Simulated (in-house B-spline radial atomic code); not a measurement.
Zr⁴⁺. Computed with a B-spline radial atomic code. Model: all-electron spherical atom, spin shells full or empty, radial basis limit, no spin-orbit coupling, Breit or QED, empty-state partial waves extrapolated as (l+1/2)^-4, RPA, G0W0 and static COHSEX of the highest shell as one setting changes (uncorrelated shells keep exact exchange).

Given: element Zr; charge 4; filled core Ar; hamiltonian one-electron scalar X2C; mean-field start r2SCAN; highest l of empty states 9; nuclear rms radius 4.2694 fm; highest mean-field shell 4p.

Shell: 3d 5 5, 4s 1 1, 4p 3 3 (electrons up and down).

```tsv
lowest nl shells left uncorrelated	RPA correlation energy (hartree)	G0W0 level (eV)	G0W0 minus most complete (meV)	COHSEX level (eV)	linearised minus solved G0W0 (meV)
0	-2.6991	-81.067	0	-84.069	-13.7
1	-2.5385	-81.065	1.8	-84.068	-13.6
2	?	?	?	?	?
3	-1.8331	-81.052	15.2	-84.042	-13.6
4	?	?	?	?	?
5	-1.1557	-81.128	-61.3	-84.163	-14
6	-0.40026	-80.797	269.6	-83.582	-13
7	-0.27832	-81.47	-403.6	-84.122	-5.7
```

Question: What follows for lowest nl shells left uncorrelated = 2?

Answer: RPA correlation energy -2.3542 hartree; G0W0 level -81.064 eV; G0W0 minus most complete 2.8 meV; COHSEX level -84.07 eV; linearised minus solved G0W0 -13.6 meV.

Question: What follows for lowest nl shells left uncorrelated = 4?

Answer: RPA correlation energy -1.6586 hartree; G0W0 level -81.059 eV; G0W0 minus most complete 8.1 meV; COHSEX level -84.046 eV; linearised minus solved G0W0 -13.6 meV.
